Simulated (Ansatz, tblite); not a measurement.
Forces on [GeMe3]- (C₃H₉Ge⁻) at its B3LYP-D4/def2-SVPD geometry. The state is a singlet with charge -1.

The xTB rows come from tblite. Correlated methods freeze 12 core orbitals; core or outer-core shells of Ge are correlated, in sets that lack core-valence functions. At PBE-D4/def2-TZVPD the highest occupied level of the charge -1 singlet lies above zero (up to 0.84 eV). By energy differences its removal costs 1.75 eV (vertical, to the charge 0 doublet, at PBE-D4/def2-TZVPD); a positive level beside a positive removal energy at the same level points to self-interaction error.

GFN2-xTB (tblite), largest force 0.54 eV/Å:

```xyz
13
positions Å, forces eV/Å
Ge    1.063   -0.186   -0.400    0.309   -0.054   -0.116
C    -0.608   -0.422   -1.596   -0.293    0.056    0.145
H    -0.564    0.243   -2.476   -0.092   -0.257    0.259
H    -1.536   -0.188   -1.039    0.351   -0.139   -0.382
H    -0.687   -1.459   -1.965   -0.046    0.371    0.070
C     0.485    1.655    0.344   -0.315    0.024    0.104
H    -0.567    1.637    0.688    0.500    0.153   -0.119
H     0.576    2.440   -0.427   -0.052   -0.197    0.320
H     1.116    1.954    1.199   -0.252   -0.018   -0.280
C     0.291   -1.263    1.189   -0.308    0.080    0.095
H     0.900   -1.119    2.098   -0.254   -0.112   -0.259
H     0.276   -2.344    0.966   -0.024    0.341    0.159
H    -0.745   -0.949    1.421    0.476   -0.248    0.003
```

PBE-D4/def2-TZVPD (Ansatz), largest force 0.06 eV/Å:

```
Ge -0.052 0.009 0.019
C -0.041 -0.006 -0.020
H 0.026 -0.002 0.003
H 0.012 0.008 0.028
H 0.027 0.002 0.001
C -0.020 0.039 0.015
H -0.007 -0.030 -0.006
H 0.021 -0.016 -0.008
H 0.019 -0.014 -0.012
C -0.023 -0.018 0.037
H 0.020 0.002 -0.018
H 0.021 0.005 -0.016
H -0.004 0.022 -0.022
```

B2PLYP/def2-TZVPD (Ansatz), largest force 0.30 eV/Å:

```
Ge -0.274 0.048 0.104
C -0.165 -0.022 -0.102
H 0.009 -0.168 0.210
H 0.250 -0.055 -0.125
H 0.040 0.254 0.082
C -0.067 0.170 0.070
H 0.268 -0.017 -0.094
H -0.001 -0.197 0.184
H -0.136 -0.077 -0.219
C -0.083 -0.093 0.151
H -0.130 -0.041 -0.233
H 0.024 0.263 0.048
H 0.266 -0.066 -0.076
```
